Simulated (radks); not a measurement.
Results of a calculation; reference values are marked as such.
Problem. The mean radii <r> (bohr) of the occupied orbitals of an atom or ion are listed with their occupations. Code: a radial shooting solver on a logarithmic mesh with Libxc functionals. Model: scalar-relativistic Kohn-Sham, PBE, spin-unpolarised, spherical densities, point nucleus.

orbital  occ.      <r>
1s          2  0.02611
2s          2   0.1121
2p          6  0.09820
3s          2   0.2989
3p          6   0.2969
3d         10   0.2734
4s          2   0.6927
4p          6   0.7356
4d         10   0.8220
5s          2    1.546

Name the element and its charge.

Solution. Z = 55, caesium, charge +7: Cs7+ in [Kr] 4d10 5s2. The 1s radius gives Z: for a bare nucleus <r> = (2 gamma + 1)/(2Z) with gamma = sqrt(1 - (Z/c)^2), 0.02574 bohr for Z = 55, and screening makes it slightly larger (0.02611 here). The occupations add up to 48, and the charge is Z minus that.
